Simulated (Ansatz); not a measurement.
Stepwise reaction of `CC1=CC(C(F)(F)F)=[O+][Ti-]([F])([F])([Cl])[O]1` with hydrogen chloride, as a gas-phase model of exchange steps in deposition or etching. ΔE in kJ/mol.

Gas-phase electronic energies from Ansatz, PBE0-D4/def2-TZVP geometries. CCSD(T)/CBS is the MP2 limit (def2-TZVPP, def2-QZVPP) plus CCSD(T) − MP2 in def2-TZVPP, frozen cores. This one scheme is used for every species. DFT in def2-TZVPP. B3LYP here is the variant with VWN-RPA as its local correlation; programs differ in this. For Ti outer-core shells are correlated without core-valence functions, which leaves a few kJ/mol of doubt a bond. Scalar relativity is left out up to krypton.

```tsv
step	reaction	PBE-D4	B3LYP-D4	ωB97M-V	CCSD(T)/CBS
1	`CC1=CC(C(F)(F)F)=[O+][Ti-]([F])([F])([Cl])[O]1` + HCl → `CC1=CC(C(F)(F)F)=[O+][Ti-]([F])([Cl])([Cl])[O]1` + H–F	28.5	30.7	36.4	23.1
2	`CC1=CC(C(F)(F)F)=[O+][Ti-]([F])([Cl])([Cl])[O]1` + HCl → `CC1=CC(C(F)(F)F)=[O+][Ti-]([Cl])([Cl])([Cl])[O]1` + H–F	21.1	21.5	26.9	9.7
```

Task: By hand: ΔE of the 2 steps together at CCSD(T)/CBS.

Result: (23.1) + (9.7) = 32.8 kJ/mol, or 16.4 kJ/mol a step.

In ΔE each step is lower than the one before. All are uphill at CCSD(T)/CBS. PBE-D4 differs from CCSD(T)/CBS by 5.4 to 11.4 kJ/mol a step. Isolated molecules leave out the surface, adducts and barriers. Largest T1 diagnostic: 0.022.
